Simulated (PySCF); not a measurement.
SMILES C[O][Ge]([O])([O]C)[O]C, doublet at its GFN2-xTB optimised geometry (Å):

```
17

C     -1.3775    -2.1589     1.0946
O     -1.7127    -0.8179     1.2452
Ge    -1.3955     0.4113     0.0000
O     -2.0843     1.8608     0.0000
O     -1.7369    -0.6574    -1.4360
C     -1.9081    -0.2187    -2.7436
O      0.4413     0.4113     0.0000
C      1.2318     1.5306     0.2187
H     -2.1146    -2.7409     1.6584
H     -1.4262    -2.4657     0.0442
H     -0.3764    -2.3572     1.4888
H     -2.6607     0.5746    -2.8079
H     -0.9710     0.1318    -3.1847
H     -2.2816    -1.0791    -3.3113
H      2.0843     1.4728    -0.4701
H      1.6297     1.5143     1.2408
H      0.6903     2.4657     0.0548
```

Computed with unrestricted B3LYP/def2-SVP (PySCF). Cells within 0.4 Å of a nucleus heavier than hydrogen are left out (blank, or x).

Map of the HOMO amplitude (α) (bohr^(-3/2)) on the plane z = 0.8 Å; orbital energy -7.51 eV, overall sign arbitrary:

```
|6666666666666666666666666666666|
|6666666666666666666666666666666|
|6666666666666666666666666666666|
|6666666666666666666666666666666|
|6666666666666666666666666666666|
|6666666666666666666666666666666|
|6666666666666666666666666666666|
|6666666666666666666666666666666|
|6666666666666666667777666666666|
|6666666666666666677777766666666|
|6666666666666666667777766666666|
|6666666666666666666777666666666|
|6666666666666665556677666666666|
|6666666666777665455666666666666|
|6666666666777665455666666666666|
|6666655556787765555666666666666|
|6666655445898766556666666666666|
|6666554213899776666666666666666|
|6666554201798776666666666666666|
|6666654312687766666666666666666|
|6666655445676666666666666666666|
|6666666666765555666666666666666|
|6666666778xx4455566666666666666|
|6666667789x65445566666666666666|
|6666677788865555566666666666666|
|6666677778766555666666666666666|
|6666667777766666666666666666666|
|6666666777666666666666666666666|
|6666666666666666666666666666666|
|6666666666666666666666666666666|
|6666666666666666666666666666666|
```
Scale: ten equal steps from -0.241 (start of '0') to 0.121 (end of '9'), in the order '0123456789'; x runs from -4.50 to 4.50, y from -4.50 (bottom) to 4.50 (top).
